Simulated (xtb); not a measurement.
CH₃AlF₂ (SMILES [CH3][Al]([F])[F]), singlet, at a GFN2-xTB geometry (such geometries of metal compounds can be far from the true shape); GFN2-xTB (xtb).

xtb was given this input:
```
$ xtb mol.xyz --gfn 2 --acc 0.1 --json

# file mol.xyz
7

Al     0.05180306     0.04011766     0.00222470
C     -1.50805595    -1.16573156    -0.06233932
H     -1.30669362    -2.03874718    -0.68318980
H     -2.37664668    -0.64890162    -0.46820696
H     -1.76055472    -1.53755322     0.93063349
F      0.01100760     1.60162551    -0.52911869
F      1.52441362    -0.41295198     0.59199405
```

Question: What does xtb print? Leave out banner, timings and long lists.

Answer: 
```
   ID    Z sym.   atoms
    1   13 Al     1
    2    6 C      2
    3    1 H      3-5
    4    9 F      6, 7

           -------------------------------------------------
          |                Calculation Setup                |
           -------------------------------------------------

           -------------------------------------------------
          |                 G F N 2 - x T B                 |
           -------------------------------------------------

          ...................................................
          :                      SETUP                      :
          :.................................................:
          :  # basis functions                  25          :
          :  # atomic orbitals                  24          :
          :  # shells                           12          :
          :  # electrons                        24          :
          :  max. iterations                   250          :
          :  Hamiltonian                  GFN2-xTB          :
          :  restarted?                      false          :
          :  GBSA solvation                  false          :
          :  PC potential                    false          :
          :  electronic temp.          300.0000000     K    :
          :  accuracy                    0.1000000          :
          :  -> integral cutoff          0.3500000E+02      :
          :  -> integral neglect         0.1000000E-08      :
          :  -> SCF convergence          0.1000000E-06 Eh   :
          :  -> wf. convergence          0.1000000E-04 e    :
          :  Broyden damping             0.4000000          :
          :  net charge                          0          :
          :  unpaired electrons                  0          :
          ...................................................

 iter      E             dE          RMSdq      gap      omega  full diag
   1    -14.4127424 -0.144127E+02  0.177E+01    5.18       0.0  T
   2    -14.4455253 -0.327829E-01  0.101E+01    4.68       1.0  T
   3    -14.4483322 -0.280689E-02  0.236E+00    4.68       1.0  T
   4    -14.4525335 -0.420133E-02  0.630E-01    4.70       1.0  T
   5    -14.4527391 -0.205652E-03  0.580E-01    4.79       1.0  T
   6    -14.4526694  0.697868E-04  0.256E-01    4.72       1.0  T
   7    -14.4527616 -0.922904E-04  0.200E-01    4.79       1.0  T
   8    -14.4528560 -0.943045E-04  0.194E-02    4.75       1.9  T
   9    -14.4528565 -0.514285E-06  0.677E-03    4.76       5.6  T
  10    -14.4528565 -0.766169E-07  0.184E-03    4.76      20.5  T
  11    -14.4528565  0.194478E-08  0.162E-03    4.76      23.4  T
  12    -14.4528565 -0.432090E-08  0.885E-05    4.76     427.3  T
  13    -14.4528565 -0.226663E-10  0.540E-05    4.76     700.5  T

   *** convergence criteria satisfied after 13 iterations ***

         :::::::::::::::::::::::::::::::::::::::::::::::::::::
         ::                     SUMMARY                     ::
         :::::::::::::::::::::::::::::::::::::::::::::::::::::
         :: total energy             -14.364613691801 Eh    ::
         :: gradient norm              0.000030579760 Eh/a0 ::
         :: HOMO-LUMO gap              4.756903928536 eV    ::
         ::.................................................::
         :: SCC energy               -14.452855663346 Eh    ::
         :: -> isotropic ES            0.058932304071 Eh    ::
         :: -> anisotropic ES          0.001804074013 Eh    ::
         :: -> anisotropic XC         -0.001699070987 Eh    ::
         :: -> dispersion             -0.002314741132 Eh    ::
         :: repulsion energy           0.088241971546 Eh    ::
         :: add. restraining           0.000000000000 Eh    ::
         :: total charge               0.000000000000 e     ::
         :::::::::::::::::::::::::::::::::::::::::::::::::::::

           -------------------------------------------------
          |                Property Printout                |
           -------------------------------------------------

    * Orbital Energies and Occupations

         #    Occupation            Energy/Eh            Energy/eV
      -------------------------------------------------------------
         1        2.0000           -0.8058377             -21.9280
         2        2.0000           -0.7992195             -21.7479
         3        2.0000           -0.6030239             -16.4091
         4        2.0000           -0.5295159             -14.4089
         5        2.0000           -0.5105025             -13.8915
         6        2.0000           -0.5055159             -13.7558
         7        2.0000           -0.5044326             -13.7263
         8        2.0000           -0.5031621             -13.6917
         9        2.0000           -0.4933674             -13.4252
        10        2.0000           -0.4911309             -13.3644
        11        2.0000           -0.4887923             -13.3007
        12        2.0000           -0.4358369             -11.8597 (HOMO)
        13                         -0.2610239              -7.1028 (LUMO)
        14                         -0.1575148              -4.2862
        15                         -0.0664312              -1.8077
        16                         -0.0426950              -1.1618
        17                         -0.0329022              -0.8953
        18                         -0.0236232              -0.6428
        19                          0.1670369               4.5453
        20                          0.1952101               5.3119
        21                          0.2035956               5.5401
        22                          0.3883584              10.5678
        23                          0.7198224              19.5874
        24                          1.0666914              29.0262
      -------------------------------------------------------------
                  HL-Gap            0.1748130 Eh            4.7569 eV
             Fermi-level           -0.3484304 Eh           -9.4813 eV

     #   Z          covCN         q      C6AA      α(0)
     1  13 Al       2.183     0.476   129.887    25.887
     2   6 C        3.612    -0.203    25.104     7.233
     3   1 H        0.925     0.080     1.979     2.200
     4   1 H        0.925     0.083     1.949     2.183
     5   1 H        0.925     0.080     1.978     2.199
     6   9 F        0.672    -0.258    11.871     4.067
     7   9 F        0.672    -0.258    11.867     4.067

 Mol. C6AA /au·bohr⁶  :        708.755974
 Mol. C8AA /au·bohr⁸  :      31063.302893
 Mol. α(0) /au        :         47.836381

Wiberg/Mayer (AO) data.
largest (>0.10) Wiberg bond orders for each atom

 ---------------------------------------------------------------------------
     #   Z sym  total        # sym  WBO       # sym  WBO       # sym  WBO
 ---------------------------------------------------------------------------
     1  13 Al   3.696 --     7 F    1.224     6 F    1.223     2 C    1.077
     2   6 C    3.976 --     1 Al   1.077     4 H    0.935     5 H    0.931
                             3 H    0.931
     3   1 H    0.994 --     2 C    0.931
     4   1 H    0.993 --     2 C    0.935
     5   1 H    0.994 --     2 C    0.931
     6   9 F    1.305 --     1 Al   1.223
     7   9 F    1.305 --     1 Al   1.224
 ---------------------------------------------------------------------------

Topologies differ in total number of bonds
Writing topology from bond orders to xtbtopo.mol

molecular dipole:
                 x           y           z       tot (Debye)
 q only:       -0.959      -0.739      -0.040
   full:       -1.077      -0.839      -0.043       3.471
molecular quadrupole (traceless):
                xx          xy          yy          xz          yz          zz
 q only:        0.090       1.926      -1.078      -1.166       1.547       0.988
  q+dip:        0.508       2.801      -1.003      -1.192       1.634       0.495
   full:       -1.032       1.930      -2.250      -2.440       2.988       3.282

           -------------------------------------------------
          | TOTAL ENERGY              -14.364613691801 Eh   |
          | GRADIENT NORM               0.000030579760 Eh/α |
          | HOMO-LUMO GAP               4.756903928536 eV   |
           -------------------------------------------------

normal termination of xtb
```
